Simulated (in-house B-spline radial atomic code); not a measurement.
# RPA and G0W0 on BHandHLYP: Os IX (Os8+)

Configuration [Xe] 4f14, mean-field start BHandHLYP. Computed with a B-spline radial code for spherical atoms: all electrons, scalar-relativistic (spin-free one-electron X2C), finite nucleus, each spin shell either full or empty, empty states to l = 9 with an (l + 1/2)⁻⁴ tail; G0W0 by contour deformation at full frequency.

Without the two-electron picture change, the correlation of inner shells comes somewhat too large for so heavy an element.

Command:
```bash
python run_gw.py task.json out
```
Settings (radii: box in bohr, nucleus in fm):
```
Z                        76
electrons                68
configuration            [Xe] 4f14
hamiltonian              x2c
method                   bhandhlyp
lmax                     9
rms_radius               5.4126
spin_polarised           False
box_radius               7.7
intervals                65
```

Run time, properties included: 6.6 s on 1 thread of Arm Neoverse N1 (shared host).

Energies (hartree):

```json
{"term": "mean-field total", "value": "-17240.44880"}
{"term": "Hartree-Fock functional on these orbitals", "value": "-17235.49835"}
{"term": "direct second order", "value": "-6.9269"}
{"term": "second-order exchange", "value": "1.7318"}
{"term": "SOSEX correction", "value": "1.6343"}
```

(1) What is the RPA correlation energy, and what remains with SOSEX?

Quasi-particle levels (eV):

| level | occupied | mean field | Σx - vxc | Σc | QP weight | G0W0 |
| --- | --- | --- | --- | --- | --- | --- |
| 5p | yes | -167.73 | -4.41 | ? | ? | ? |
| 4f | yes | -179.97 | -10.04 | 3.76 | 0.960 | -186.24 |
| 5d | no | -104.93 | 5.25 | -1.93 | 0.982 | -101.61 |

G0W0 = mean field + (Σx - vxc) + Σc, with Σc (partial-wave tail included) taken at the quasi-particle energy. Only the outer levels were computed. Levels of low weight are left out.

(2) Where does G0W0 put 5p?

Results:

(1) RPA gives -6.1199 hartree (-2.45 eV per electron); RPA + SOSEX gives -4.4856, and the second-order doubles -5.1951 hartree (no singles). RPA lacks exchange-type terms and so overcorrelates at short range.

(2) At -173.15 eV, with Σc = -1.00 eV and a quasi-particle weight of 0.975. The tabulated removal energy is 168.7 ± 0.5 eV (NIST, semi-empirical); the calculation leaves out spin-orbit coupling, Breit and QED terms, and what these don't explain is the method's own error.
